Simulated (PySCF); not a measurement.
**A small calculation by hand: oscillator strength and radiative lifetime**

C3H10OSi2, SMILES C1O[Si@H](C)C[SiH2]1.

Geometry: PBE-D3(BJ)/def2-SVP. The structure was generated by enumeration; whether it is a known compound was not checked. The values are those of a single conformer.

TDA-PBE/def2-SVPD (PySCF) puts the first singlet state with f over 0.02 at 5.94 eV (vertical), with the transition dipole (0.112, 0.117, 0.347) in atomic units.

### Question
Find the oscillator strength, the wavelength and the radiative lifetime that this transition would have in vacuum if emission retraced absorption.

### Answer

|μ|² = 0.1466 au, so |μ| = 0.97 D. ΔE = 5.94/27.211 = 0.2183 hartree. f = (2/3) ΔE |μ|² = 0.021 (the program prints 0.021).
λ = 1239.84/5.94 = 209 nm; ν = 47909 cm⁻¹.
Einstein's coefficient A = 0.6670 ν² f s⁻¹ (ν in cm⁻¹) = 3.3e7 s⁻¹, so τ = 1/A = 31 ns. This state is S2; the lower singlet has f = 0.005. The figure is the radiative limit of this one transition; relaxation, internal conversion, crossing to triplets and a medium change what is measured.
